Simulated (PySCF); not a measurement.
## Ionisation energy of F+ by level of theory

F+ [He] 2s2 2p4 (3P) → F(2+) [He] 2s2 2p3 (4S), as a difference of total energies. All numbers are calculated (PySCF 2.14, no relativity, point nucleus, in 6-31G* (3s2p1d, 14 functions)). Correlated levels: valence: 1s2 frozen. The calculations carry no spin-orbit coupling.

```
           method  ionisation energy (eV)
              UHF                  33.437
            B3LYP                  35.646
             TPSS                  35.513
    MP2 (valence)                  34.276
SCS-MP2 (valence)                  34.258
   CCSD (valence)                  34.296
CCSD(T) (valence)                  34.311
```

Errors of the correlated levels include the incompleteness of this basis and the frozen core.

Which method comes closest to the reference value, and which is furthest?

The reference is 34.950 eV (measured; NIST levels, between the centres of gravity of the two terms). Closest: TPSS (error 0.563 eV); furthest: UHF (error -1.513 eV).
